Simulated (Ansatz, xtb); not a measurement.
**C3H6Al: which of two isomers lies lower**

Structure I: `C/C=[CH]/[AlH]`, a doublet. Structure II: `C/C=[CH]\[AlH]`, a doublet. Both are isolated molecules in the gas phase, relaxed with PBE0-D3(BJ)/def2-SVP; the shapes shown needn't be the lowest conformers.

I (Å):

```xyz
10

C    -0.8094   -1.0512    2.7266
C     0.0577   -0.9038    1.7049
C     0.2087    0.3011    0.8379
Al   -0.9099   -2.6839    3.7886
H    -1.4685   -0.1925    2.9360
H     0.7357   -1.7361    1.4593
H     1.2373    0.6967    0.8932
H     0.0351    0.0454   -0.2213
H    -0.4895    1.1011    1.1235
H    -1.9794   -2.7754    4.9881
```

II (Å):

```yaml
atoms:
  - { symbol: C, position_ang: [-0.6853, 0.3696, 1.4018] }
  - { symbol: C, position_ang: [0.2136, -0.0351, 0.4828] }
  - { symbol: C, position_ang: [1.5472, 0.5747, 0.2079] }
  - { symbol: Al, position_ang: [-0.5064, 1.8732, 2.6435] }
  - { symbol: H, position_ang: [-1.6156, -0.2178, 1.4475] }
  - { symbol: H, position_ang: [-0.0265, -0.9037, -0.1506] }
  - { symbol: H, position_ang: [2.3531, -0.1651, 0.3497] }
  - { symbol: H, position_ang: [1.6164, 0.9091, -0.8411] }
  - { symbol: H, position_ang: [1.7509, 1.4382, 0.8608] }
  - { symbol: H, position_ang: [-1.7400, 2.1413, 3.6425] }
```

Question: Estimate E(II) − E(I) at the level CCSD(T)/def2-SVP.

Answer: Too close to call at this level: CCSD(T)/def2-SVP gives E(II) − E(I) = +6.24 kJ/mol.

Level by level:

```csv
level,geometry,E(II) − E(I) (kJ/mol),departure from the last row (kJ/mol),"job, with rough time for the two"
GFN2-xTB,GFN2-xTB,−3.57,−9.81,"optimisation, 0.28 s"
HF/STO-3G,GFN2-xTB,−5.89,−12.13,"single point, 0.56 s"
r2SCAN-D4/def2-SVP,GFN2-xTB,+2.62,−3.62,"single point, 6.1 s"
PBE0-D3(BJ)/def2-SVP,PBE0-D3(BJ)/def2-SVP,+2.87,−3.37,"optimisation, 70 s"
HF/def2-SVP,PBE0-D3(BJ)/def2-SVP,+7.38,+1.14,part of the CCSD(T) run
MP2/def2-SVP,PBE0-D3(BJ)/def2-SVP,+8.96,+2.72,part of the CCSD(T) run
CCSD(T)/def2-SVP,PBE0-D3(BJ)/def2-SVP,+6.24,,"single point, 26 s"
```

As drawn, both hold the same kinds of bond in the same numbers.

GFN2-xTB, HF/STO-3G put the two in the other order. The largest departure from CCSD(T)/def2-SVP is that of HF/STO-3G, 12.13 kJ/mol. MP2 in a larger basis moves the difference by −1.2 kJ/mol, a step that isn't added because spin contamination makes open-shell MP2 unreliable in this search.

With harmonic frequencies from PBE0-D3(BJ)/def2-SVP (ideal gas, rigid rotor, one conformer each, 200 K, 1 atm): the zero-point term adds +0.15 kJ/mol; ΔH is +6.09 and ΔG +6.33 kJ/mol.

Open shells are spin-unrestricted, with notable spin contamination under HF/STO-3G. The correlated steps freeze 8 core orbitals. Codes used: Ansatz 0.2.0, xtb 6.7.1; the last row on 2 threads of Arm Neoverse V1 on a shared host.
